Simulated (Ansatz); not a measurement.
A run on CHBFNSe, SMILES `FC1=NB[Se]1` with other settings.

```yaml
crystal:
  periodic: [false, false, false]
  atoms:
    - {symbol: F, position_ang: [1.311879, -1.798398, -0.202298]}
    - {symbol: C, position_ang: [0.538760, -0.733774, -0.162334]}
    - {symbol: N, position_ang: [-0.341883, -0.671906, 0.742887]}
    - {symbol: B, position_ang: [-0.640065, 0.773760, 0.290676]}
    - {symbol: Se, position_ang: [0.654510, 0.814199, -1.208331]}
    - {symbol: H, position_ang: [-1.455119, 1.512106, 0.644196]}
basis:
  gaussian: {orbitals: cc-pVTZ}
hamiltonian: {xc: {name: PBE0-DH}}
output: {forces: true}
```

```sh
$ ansatz run in.yaml --threads 2 --pin off --events-out ev --progress --plain --max-ram 4352MiB
```

It prints (some lines left out):

```
Functional definition: PBE0-DH
1101 factors; integrals over basis functions are off by at most 1.2e-3 eV
mean field evaluation 1: about -71263.0493 eV, gradient 4.8e1 eV
mean field evaluation 2: about -71263.2420 eV, gradient 4.8e1 eV
mean field evaluation 4: about -71267.7343 eV, gradient 6.4e0 eV
mean field evaluation 8: about -71267.8252 eV, gradient 6.8e-1 eV
mean field evaluation 16: about -71267.8264 eV, gradient 5.1e-4 eV
mean field -71267.82639088 eV, -2619.0443127972 hartree, gradient 5.2e-6 eV, S^2 0.000000; 0 other end points of the search recorded, 0 dependent functions left out
13 core orbitals not correlated: weight in the atoms' cores, before any rotation towards them, 1.000 or more for the frozen orbitals, at most 0.000 for the correlated occupied ones
reference -71267.82640592 eV, -2619.0443133499 hartree; 18, 18 occupied and 146, 146 virtual orbitals, 1101 factors
second order -30.31164001 eV of doubles, -0.00000000 eV of singles
Total energy: -71271.61536092 eV, -2619.1835548780 hartree
Atom 0 at     1.311879    -1.798398    -0.202298 Å, force     0.159958     0.559304    -0.930815 eV/Å
Atom 1 at     0.538760    -0.733774    -0.162334 Å, force     0.295902    -2.045924     1.734535 eV/Å
Atom 2 at    -0.341883    -0.671906     0.742887 Å, force    -0.779512     2.656510    -0.590195 eV/Å
Atom 3 at    -0.640065     0.773760     0.290676 Å, force     0.311384    -2.538202     0.184648 eV/Å
Atom 4 at     0.654510     0.814199    -1.208331 Å, force     0.337304     0.799300    -0.740555 eV/Å
Atom 5 at    -1.455119     1.512106     0.644196 Å, force    -0.325036     0.569012     0.342382 eV/Å
Dipole moment:    -0.016937     0.382295    -0.195318 e Å
```

It took 16 s on 2 threads of an Arm Neoverse V1 on a shared host, with 0.58 GiB of host memory at the peak.
